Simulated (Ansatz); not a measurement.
`[Cl+]1[InH2-][Cl+][InH2-]1`. The species carries charge 0 and has multiplicity 1. Correlated methods include outer-core shells of In, which these sets cover unevenly. In takes the def2 core potential.

Z-matrix (Å, degrees):
```
In
Cl 1 2.558
Cl 1 2.558 2 87.3
H 1 1.699 2 104.2 3 104.0
H 1 1.699 2 104.2 3 -104.0
In 2 2.558 1 92.7 3 0.0
H 6 1.699 2 104.2 1 -104.1
H 6 1.699 2 104.2 1 104.0
```

(1) Give the diagnostics of a CCSD(T)/def2-TZVPP run (frozen core, Ansatz). (Estimate.)

Answers

(1) Ansatz gave: T1 = 0.0133, largest single amplitude 0.037, largest double 0.031, (T) share of the correlation energy 3.3 %, 8 CCSD cycles. The RHF solution is stable towards an unrestricted one. T1 lies under the customary mark of 0.02 for closed shells.
